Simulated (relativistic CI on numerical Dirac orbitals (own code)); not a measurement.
**Re⁴⁺: 5d valence photoemission**

Computed with this model: Dirac-Coulomb-Breit CI, separate exchange-only KLI orbitals for each configuration, QED by a radiative potential, valence Slater integrals scaled by 0.7, multiplet model of photoemission in the sudden approximation; configurations [Xe] 4f14 5d3 → [Xe] 4f14 5d2; 80 K; Lorentzian 0.42 eV and Gaussian 0.5 eV FWHM. Energies are those of the free ion, without screening or charge transfer. The energies are binding energies and can lie tens of eV above those of solids. S is read from ⟨S²⟩ = S(S + 1).

Field parameters in Wybourne normalisation: D4h B²₀ = −7Ds, B⁴₀ = 21(Dq − Dt), B⁴₄ = 21√(5/14) Dq. The field is a parameter set, without covalency.

Computed curve for D4h, 10Dq = 30900, Ds = -1500, Dt = -580 cm⁻¹, scaled to 100 at the maximum (points under 2 are left out and the grid is thinned):

| Energy (eV) | Intensity |
| --- | --- |
| 51.7 | 2.1 |
| 51.8 | 2.3 |
| 51.9 | 2.5 |
| 52.0 | 2.8 |
| 52.1 | 3.1 |
| 52.2 | 3.5 |
| 52.3 | 4.0 |
| 52.4 | 4.6 |
| 52.5 | 5.4 |
| 52.6 | 6.4 |
| 52.7 | 7.7 |
| 52.8 | 9.5 |
| 52.9 | 12.0 |
| 53.0 | 15.8 |
| 53.1 | 21.4 |
| 53.2 | 29.8 |
| 53.3 | 41.6 |
| 53.4 | 56.8 |
| 53.5 | 73.7 |
| 53.6 | 88.8 |
| 53.7 | 98.3 |
| 53.8 | 100.0 |
| 53.9 | 94.7 |
| 54.0 | 86.2 |
| 54.1 | 78.7 |
| 54.2 | 74.5 |
| 54.3 | 73.1 |
| 54.4 | 71.8 |
| 54.5 | 68.1 |
| 54.6 | 60.8 |
| 54.7 | 50.8 |
| 54.8 | 39.9 |
| 54.9 | 30.1 |
| 55.0 | 22.4 |
| 55.1 | 16.9 |
| 55.2 | 13.1 |
| 55.3 | 10.5 |
| 55.4 | 8.7 |
| 55.5 | 7.3 |
| 55.6 | 6.1 |
| 55.7 | 5.2 |
| 55.8 | 4.4 |
| 55.9 | 3.8 |
| 56.0 | 3.3 |
| 56.1 | 2.9 |
| 56.2 | 2.5 |
| 56.3 | 2.3 |
| 56.4 | 2.1 |

The ground state has S = 1.46, and the centroid lies at 54.07 eV.
